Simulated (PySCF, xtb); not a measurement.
Nb(NH)(Cl)2(OMe) (CH4Cl2NNbO), SMILES C[O][Nb](=[NH])([Cl])[Cl], multiplicity 1.

xtb with GFN2-xTB at its own geometry gives an orbital gap of 2.99 eV and a dipole moment of 3.77 D.

Geometry optimised at B3LYP-D3(BJ)/def2-SVP. The spin state was assumed, not searched. The def2 effective core potentials stand for the cores of Nb; spin–orbit coupling is left out. The values are those of a single conformer.

Q: What does PBE/def2-TZVP (PySCF) give? (The exact figures need the calculation; the answer reports its results.)

A: gap 4.15 eV (levels -6.97 and -2.82 eV), dipole 3.69 D.
